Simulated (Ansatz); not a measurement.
Input for Ansatz (a first-principles code): R-BLYP/def2-TZVPP on SiH4 (SMILES [SiH4]).

Ansatz 0.2 input:
```yaml
crystal:
  periodic: [false, false, false]
  atoms:
    - {symbol: Si, position_ang: [0.00000000, -0.00000000, -0.00000000]}
    - {symbol: H, position_ang: [0.85467615, 0.85467615, 0.85467615]}
    - {symbol: H, position_ang: [-0.85467615, -0.85467615, 0.85467615]}
    - {symbol: H, position_ang: [-0.85467615, 0.85467615, -0.85467615]}
    - {symbol: H, position_ang: [0.85467615, -0.85467615, -0.85467615]}
basis:
  gaussian:
    orbitals: def2-TZVPP
hamiltonian:
  xc: {name: BLYP}
scf: {lower_state_search: off}
```

Program output:

```
WARN ansatz: RAYON_NUM_THREADS=4 ignored (pool sized by the plan → 4); use --threads N
Functional definition: BLYP
these checks for a lower state are left out or cut short: stability, starts, cluster_reference, orbital_swaps, neighbouring_geometries, increment
integrals: 0.02 GiB planned
524 factors; their error is unknown
mean field: 0.22 GiB planned
mean field evaluation 1: about -7941.3129 eV, gradient 1.6e1 eV
mean field evaluation 2: about -7942.0207 eV, gradient 9.1e0 eV
mean field evaluation 4: about -7942.3382 eV, gradient 1.4e-1 eV
mean field evaluation 8: about -7942.3223 eV, gradient 1.3e-1 eV
mean field -7942.32229737 eV, -291.8749609288 hartree, gradient 1.6e-6 eV, S^2 0.000000; 0 other end points of the search recorded, 0 dependent functions left out
reference -7942.32257866 eV, -291.8749712662 hartree; 9, 9 occupied and 89, 89 virtual orbitals, 524 factors
Total energy: -7942.32257866 eV, -291.8749712662 hartree
Checks for a lower state left out: stability, starts, cluster_reference, orbital_swaps, neighbouring_geometries, increment
```

Self-consistency was reached.

Cost: about 0.7 core-seconds (a rough figure).
